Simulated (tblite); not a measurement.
Species: C5H9F3Ge.
SMILES with atom numbers: `[F:1][C:2]([F:3])([F:4])[C@@H:5]1[CH2:6][CH2:7][CH2:8][GeH2:9]1` (hydrogens: H10 on C5; H11, H12 on C6; H13, H14 on C7; H15, H16 on C8; H17, H18 on Ge9)

Structure used (GFN2-xTB), in Å, numbered top down from 1:
```xyz
18
C5H9F3Ge angstrom
F      1.2317    0.8378   -1.5776
C      1.8644    0.1587   -0.5998
F      2.5532   -0.8190   -1.2101
F      2.7795    1.0168   -0.1037
C      0.9362   -0.2992    0.4766
C     -0.0952   -1.3191   -0.0137
C     -1.2684   -0.6045   -0.6872
C     -1.7799    0.5070    0.2310
Ge    -0.1336    1.3077    0.9965
H      1.5620   -0.7231    1.2626
H     -0.4672   -1.8633    0.8578
H      0.3608   -2.0416   -0.6941
H     -0.9404   -0.1753   -1.6343
H     -2.0614   -1.3217   -0.9067
H     -2.3793    0.0807    1.0367
H     -2.4080    1.2093   -0.3121
H      0.3807    2.5696    0.3756
H     -0.1438    1.4854    2.4906
```

Calculated harmonic vibrations of the isolated species, GFN2-xTB (tblite), most abundant isotopes, no scaling. The method is semi-empirical: single wavenumbers can be off by several per cent or more. Modes of hydrogen on germanium can be 10 to 20 % off. One conformer, not necessarily the lowest.

Harmonic wavenumbers (cm⁻¹): 47.6, 87.2, 127.6, 198.7, 262.7, 280.4, 296.4, 392.6, 423.8, 459.7, 474.6, 512.0, 554.6, 588.6, 611.9, 633.0, 711.6, 768.7, 800.1, 835.0, 895.3, 923.4, 976.1, 995.5, 1027.3, 1040.1, 1093.4, 1097.7, 1132.6, 1160.9, 1193.4, 1239.2, 1246.8, 1291.3, 1325.9, 1338.9, 1448.8, 1481.1, 1502.5, 1968.5, 2049.6, 2962.1, 2964.6, 2977.0, 2979.4, 2984.8, 3002.0, 3010.2.

A = 1811, B = 978.3, C = 770.6 MHz; mass 199.987 u (most abundant isotopes); point group C1, symmetry number 1.

Task: What is the zero-point energy?

Result: ½Σν̃ = 28188 cm⁻¹ = 80.59 kcal/mol.

Task: Give the ideal-gas entropy at 500 K and 1 bar in the rigid-rotor, harmonic-oscillator model (classical rotation).

Result: Translation 44.38, rotation 31.39, vibration 47.17: S = 122.9 cal/(mol K).

Task: And Cp and H(500 K) − H(0)?

Result: Cp = 58.17 cal/(mol K), of which vibrations give 50.22 (their classical limit is 48 R = 95.4); H(500 K) − H(0) = 16.67 kcal/mol without the zero-point energy, 12.70 from vibrations.

Task: What must be added to the electronic energy to get the Gibbs energy at 500 K and 1 bar?

Result: ZPE + [H(500 K) − H(0)] − T·S = 80.59 + 16.67 − 61.47 = 35.79 kcal/mol.

Task: How do the functions run with temperature in this model?

Result: 
| T (K) | S (cal/(mol K)) | Cp (cal/(mol K)) | H − H(0) (kcal/mol) | G − H(0) (kcal/mol) | ln q(vib) |
| --- | --- | --- | --- | --- | --- |
| 150 | 77.4 | 22.2 | 2.17 | -9.45 | 2.38 |
| 250 | 91.4 | 33.7 | 4.96 | -17.90 | 4.68 |
| 298.15 | 97.9 | 39.2 | 6.72 | -22.46 | 5.85 |
| 400 | 110.9 | 49.7 | 11.26 | -33.10 | 8.40 |
| 600 | 134.2 | 64.9 | 22.84 | -57.65 | 13.50 |
| 900 | 163.3 | 78.4 | 44.53 | -102.43 | 20.79 |

q(vib) and H(0) count from the zero-point level.

Hindered rotation and anharmonicity are outside this model. Other conformers, if any are populated, would add a mixing term that is left out. The structure is chiral; the term R ln 2 for an equal mix with its mirror image is left out.
